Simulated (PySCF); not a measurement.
Molecule: SMILES CCC[SiH2]S[SiH3], C$_{3}$H$_{12}$SSi$_{2}$.

Geometry (Å), atoms numbered from 1 in this order:
```xyz
18

C    -3.2728    0.2898    0.0194
C    -1.9022    0.6900   -0.5059
C    -0.7549   -0.0252    0.2081
Si    0.9491    0.4600   -0.4100
S     2.3852   -0.6747    0.7349
Si    4.1972    0.0973   -0.1205
H    -3.3700    0.5223    1.0919
H    -4.0794    0.8176   -0.5121
H    -3.4442   -0.7919   -0.1002
H    -1.7764    1.7824   -0.4052
H    -1.8494    0.4833   -1.5892
H    -0.7865    0.1789    1.2930
H    -0.8542   -1.1200    0.1023
H     1.1098    0.1567   -1.8667
H     1.1972    1.9241   -0.2224
H     4.3029    1.5736    0.0829
H     5.3184   -0.5908    0.5793
H     4.2654   -0.1850   -1.5861
```

Geometry PBE0-D3(BJ)/def2-SVP throughout; GIAO in PySCF 2.14.0 with density-fitted response routines, gas phase, one conformer, non-relativistic; equivalent atoms averaged; basis pcSseg-1.

Question: How do the shifts δ (against TMS at the same level) depend on the functional? (a selection of nuclei; ppm; last column core-seconds on shared hosts with different chips, so compare them loosely)

Answer: 
| functional | kind | C1 | C2 | C3 | Si4 | Si6 | H16/H17/H18 | H14/H15 | H10/H11 | H12/H13 | core-s |
| --- | --- | --- | --- | --- | --- | --- | --- | --- | --- | --- | --- |
| HF | Hartree–Fock | 19.6 | 17.8 | 14.4 | -15.9 | -48.9 | 4.27 | 4.20 | 1.06 | 0.65 | 13 |
| LDA | LDA | 19.4 | 20.7 | 20.8 | -14.2 | -55.4 | 4.95 | 5.00 | 1.36 | 1.07 | 26 |
| PBE | GGA | 20.6 | 22.4 | 20.1 | -16.2 | -54.1 | 4.75 | 4.77 | 1.34 | 1.00 | 31 |
| BLYP | GGA | 21.5 | 23.9 | 21.4 | -15.5 | -54.6 | 4.63 | 4.66 | 1.36 | 0.97 | 33 |
| BP86 | GGA | 20.7 | 22.2 | 19.9 | -15.9 | -52.7 | 4.74 | 4.78 | 1.33 | 0.98 | 31 |
| OPBE | GGA | 20.1 | 21.7 | 17.6 | -16.3 | -50.3 | 4.67 | 4.68 | 1.31 | 0.98 | 33 |
| KT2 | GGA | 20.8 | 22.7 | 19.8 | -18.5 | -53.7 | 4.69 | 4.74 | 1.35 | 0.99 | 26 |
| KT3 | GGA | 21.1 | 23.5 | 19.3 | -17.8 | -52.2 | 4.51 | 4.52 | 1.34 | 0.96 | 26 |
| B97-D | GGA | 21.2 | 23.0 | 19.7 | -15.1 | -50.6 | 4.58 | 4.60 | 1.35 | 0.95 | 27 |
| B3LYP | global hybrid | 20.8 | 22.1 | 19.5 | -14.9 | -52.3 | 4.54 | 4.54 | 1.28 | 0.89 | 19 |
| PBE0 | global hybrid | 20.1 | 20.5 | 17.9 | -15.6 | -51.3 | 4.62 | 4.62 | 1.24 | 0.90 | 19 |
| mPW1PW91 | global hybrid | 20.2 | 20.5 | 17.6 | -15.3 | -50.1 | 4.58 | 4.58 | 1.23 | 0.88 | 19 |
| WP04 | global hybrid | 21.0 | 23.3 | 18.3 | -13.3 | -44.4 | 3.96 | 3.98 | 1.19 | 0.81 | 35 |
| B97-2 | global hybrid | 20.4 | 21.1 | 17.8 | -15.3 | -49.7 | 4.52 | 4.53 | 1.25 | 0.89 | 36 |
| BHandHLYP | global hybrid | 20.2 | 20.2 | 17.4 | -14.8 | -50.3 | 4.40 | 4.38 | 1.18 | 0.80 | 31 |
| CAM-B3LYP | range-separated hybrid | 19.9 | 20.3 | 18.1 | -15.2 | -52.7 | 4.49 | 4.48 | 1.22 | 0.84 | 48 |
| wB97X-D | range-separated hybrid | 19.9 | 19.8 | 16.8 | -15.3 | -50.1 | 4.55 | 4.56 | 1.19 | 0.83 | 52 |
| LC-wPBE | range-separated hybrid | 18.6 | 17.6 | 14.8 | -16.5 | -50.8 | 4.45 | 4.44 | 1.12 | 0.79 | 69 |

Question: Which nucleus among those listed moves most, in ppm?

Answer: Si6 (silicon bonded to S, 3 H): from -55.4 ppm with LDA to -44.4 ppm with WP04. The smallest spread is 0.31 ppm, at H10/H11. Proton shifts span only some 12 ppm, so a few tenths of a ppm matter as much there as several ppm in carbon.
